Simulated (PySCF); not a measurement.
Computed properties of dibromo(dichloro)methane (CBr2Cl2), SMILES ClC(Br)(Cl)Br

dibromo(dichloro)methane (CBr2Cl2), SMILES ClC(Cl)(Br)Br. Geometry: ωB97X-D3(BJ)/def2-SVP. The values are those of a single conformer. All values are computed for the isolated molecule unless a solvent is named; none is compared with measurement here.

**Structure.** The optimised structure has C2v symmetry. All 9 harmonic modes at ωB97X-D3(BJ)/def2-SVP (PySCF) are real, so it is a minimum. With heavy atoms numbered as in [Cl:1][C:2]([Cl:3])([Br:4])[Br:5], the shortest bond between them is Cl1–C2 at 1.761 Å and the longest C2–Br5 at 1.929 Å.

**Vibrations.** The strongest infrared lines (harmonic, unscaled, degenerate partners summed) lie at 803 cm⁻¹ (126 km/mol, C 87 %, Cl 12 %), 756 cm⁻¹ (125 km/mol, C 94 %), 834 cm⁻¹ (120 km/mol, C 85 %, Cl 15 %). The softest mode is at 162 cm⁻¹ and the zero-point energy is 5.6 kcal/mol.

**Electronic structure.** B3LYP/def2-TZVP (PySCF) places the frontier levels at -8.08 and -2.32 eV, a gap of 5.76 eV, and gives a dipole moment of 0.07 D and a mean polarisability of 75.0 bohr³. PBE/def2-TZVP (PySCF) at the same geometry gives -7.03 and -3.05 eV, so its gap is 1.78 eV narrower. An orbital gap is neither the optical nor the fundamental gap.

**Excitations.** TDDFT-PBE0/def2-SVPD (PySCF) has S1 at 4.78 eV (259 nm, f = 0.003, weak); the most intense of the 10 singlets computed lies at 6.21 eV (f = 0.04). T1 (TDA) is at 4.24 eV. TDDFT-PBE/def2-SVPD (PySCF) puts S1 at 4.15 eV. No vertical singlet excitation falls in the visible range (under 3.1 eV).

**NMR.** GIAO shifts at HF/pcSseg-1 (PySCF) (non-relativistic, atoms alike by connectivity averaged): ¹³C at 106.1 ppm against TMS. Without spin–orbit terms, shifts of atoms bonded to Cl or Br come out too high.

**Solvation.** SMD-B3LYP/6-31G* (PySCF) gives -0.6 kcal/mol in water, -5.0 kcal/mol in methanol, -4.6 kcal/mol in cyclohexanone (1 M in both phases, gas-phase geometry).
